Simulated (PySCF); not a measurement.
SMILES [Cl][In]([I])[I], PBE0/def2-SVP optimised geometry.

```
4

In    -0.53     0.01     0.00
Cl     1.81     0.01     0.00
I     -1.81     2.33     0.00
I     -1.78    -2.33     0.00
```

Density from PBE0/def2-TZVP, def2 effective core potentials past Kr (PySCF) at that geometry. The core electrons that the potentials of I, In replace are not part of the density.

Minimum of the electron density along straight lines between bonded atoms, close to the bond critical point (lines longer than 1.1 times the sum of covalent radii, or with two minima, are not listed):

| bond | length / Å | ρ at the minimum / e bohr⁻³ | ∇²ρ there / e bohr⁻⁵ | position (fraction from the first atom) |
|---|---|---|---|---|
| In1–Cl2 | 2.337 | 0.085 | 0.21 | 0.48 |
| In1–I3 | 2.649 | 0.068 | 0.07 | 0.46 |
| In1–I4 | 2.649 | 0.067 | 0.07 | 0.46 |
